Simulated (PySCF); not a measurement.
## Relaxation of singlet GeSF2

Level of theory: PySCF, PBE0, basis Ge def2-TZVP, S def2-TZVP, F def2-TZVP (no relativity, density fitting). A (50,194) grid was used.

A hand-made T-shaped (ligand arrangement 2) start, of C2v symmetry, held to at least that symmetry:

Coordinates in bohr (charge 0 multiplicity 1):
```
Ge    0.0000    0.0000   -0.8930
S     0.0000    0.0000    2.9809
F     3.4939    0.0000   -0.7709
F    -3.4939    0.0000   -0.7709
```

Optimiser trace:
```
step  E − E(last) (kJ/mol)  largest gradient (Eh/bohr)
   0                412.63                     0.07158
   1                247.59                     0.05677
   2                100.49                     0.04522
   3                 23.83                     0.02250
   4                  1.11                     0.00748
   5                  0.27                     0.00869
   6                  0.09                     0.00424
   7                  0.00                     0.00039
   8                  0.00                     0.00012
```

It ends at Cs with Ge–F 1.707 Å (×2), Ge–S 2.001 Å; F–Ge–F 99.7°, F–Ge–S 130.1° (×2) (after a last refinement on a finer grid). A frequency run shows a minimum. Other isomers or separated fragments may lie lower.

Final geometry:
Coordinates in bohr (charge 0 multiplicity 1):
```
Ge    0.0000    0.0000   -0.2936
S     0.0000    0.0000    3.4870
F     2.4663    0.0000   -2.3723
F    -2.4663    0.0000   -2.3723
```

The relaxation took roughly 60 core-seconds on a shared host.
